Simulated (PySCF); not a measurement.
Job for PySCF: D3(BJ) and D4 dispersion corrections on GeH3ITe (SMILES [GeH3][Te]I), a point of a torsion scan.

```python
from pyscf import gto
from pyscf.dispersion import dftd3, dftd4

mol = gto.M(
    atom='''
    Ge   -0.73763475    0.01046913    0.01856474
    Te    1.33238444    1.43677701   -0.05714337
    I     2.79064762   -0.17496492    1.52480794
    H    -1.00823630   -0.56615082    1.37282507
    H    -1.90527780    0.86197871   -0.36720652
    H    -0.72884347   -1.14914792   -0.93422038
    ''',
    basis='def2-svp',
    charge=0, spin=0, verbose=0, max_memory=1800)
d3, d4 = {}, {}
for xc in ['hf', 'pbe', 'blyp', 'revpbe', 'tpss', 'r2scan', 'b3lyp', 'pbe0', 'bhlyp', 'camb3lyp', 'b2plyp']:
    d3[xc] = float(dftd3.DFTD3Dispersion(mol, xc=xc, version='d3bj', atm=False).get_dispersion()['energy'])
    print(f'D3(BJ) {xc:10s} {d3[xc]:14.8f} Eh')
for xc in ['hf', 'pbe', 'blyp', 'revpbe', 'tpss', 'r2scan', 'b3lyp', 'pbe0', 'bhlyp', 'camb3lyp', 'b2plyp']:
    d4[xc] = float(dftd4.DFTD4Dispersion(mol, xc={'camb3lyp': 'cam-b3lyp'}.get(xc, xc), atm=True).get_dispersion()['energy'])
    print(f'D4     {xc:10s} {d4[xc]:14.8f} Eh')
```

Program output:

```
D3(BJ) hf            -0.05188674 Eh
D3(BJ) pbe           -0.00658757 Eh
D3(BJ) blyp          -0.01618445 Eh
D3(BJ) revpbe        -0.01424583 Eh
D3(BJ) tpss          -0.00903651 Eh
D3(BJ) r2scan        -0.00185883 Eh
D3(BJ) b3lyp         -0.01390520 Eh
D3(BJ) pbe0          -0.00651905 Eh
D3(BJ) bhlyp         -0.01365802 Eh
D3(BJ) camb3lyp      -0.00742312 Eh
D3(BJ) b2plyp        -0.00809280 Eh
D4     hf            -0.02008117 Eh
D4     pbe           -0.00706683 Eh
D4     blyp          -0.01450262 Eh
D4     revpbe        -0.01468952 Eh
D4     tpss          -0.00932816 Eh
D4     r2scan        -0.00144872 Eh
D4     b3lyp         -0.01174245 Eh
D4     pbe0          -0.00609627 Eh
D4     bhlyp         -0.01249966 Eh
D4     camb3lyp      -0.00651574 Eh
D4     b2plyp        -0.00482052 Eh
```

The run finished.

Cost: about 0.020 core-seconds (a rough figure).
